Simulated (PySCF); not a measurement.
Identify the compound

The spectra below were simulated for a compound C5H11NSi.

1H NMR (500 MHz, computed): δ 7.68 (d, 1H), 7.22 (d, 1H), 4.89 (m, 1H), 4.84 (m, 1H), 3.86 (m, 1H), 2.08 (m, 1H), 1.78 (m, 1H), 0.99 (d, 3H), 0.95 (m, 1H).

13C{1H} NMR (computed): δ 151.3 (CH2), 76.0 (CH), 31.0 (CH), 19.2 (CH2), 16.5 (CH3).

Computational details: σ from GIAO-PBE0/pcSseg-1, structure optimised with GFN2-xTB, in PySCF 2.14 (a single conformation, no solvent model, averaged over atoms made equivalent by symmetry, fast rotation or ring inversion, non-relativistic Hamiltonian).

References, each an isolated molecule treated in the same way: 1H, 13C against TMS.

**Question.** Choose the structure that fits.
A. C1C[C@@H](N2CC2)[SiH2]1
B. C=N[C@@H]1C[SiH2][C@@H]1C
C. C=C[Si@@H](N)C1CC1
D. [H]/N=C/[SiH2]C1CCC1

**Answer.** B. 

- The formula gives 2 degrees of unsaturation (1 ring in the answer).
- 5 carbon signals for 5 carbons: no two carbons are equivalent.
- Carbon types of the structure: 2 × CH, 2 × CH2, 1 × CH3, leaving 2 H on heteroatoms.
- δC 151.3: C=N carbon.
- δC 76.0: sp3 CH bonded to N; the inductive effect lowers its shielding.
- δC 16.5: methyl carbon; aliphatic region, no heteroatom directly attached.
- δH 3.86: hydrogen on an sp3 CH bonded to N; its carbon carries N, hence the downfield position.
- δH 0.99: hydrogen on a methyl carbon.

The others: C1C[C@@H](N2CC2)[SiH2]1 would give 4 carbon signals, not 5; C=C[Si@@H](N)C1CC1 has carbons computed at 142.7, 141.1, 4.4, 1.2, -1.6, with a different DEPT pattern; [H]/N=C/[SiH2]C1CCC1 would give 4 carbon signals, not 5.

Shifts are as computed. Against solution values, carbons near 30 ppm lie about +3 ppm off and those near 130 ppm about +5 ppm. Of 1211 compounds with measured shifts, 218 miss one by over three times the rms of a fit or turn the order of signals round; such compounds aren't used in these exercises. Multiplicities follow the n + 1 count of equivalent neighbours, as no J values were calculated; m marks all less simple cases, F and P coupling included.
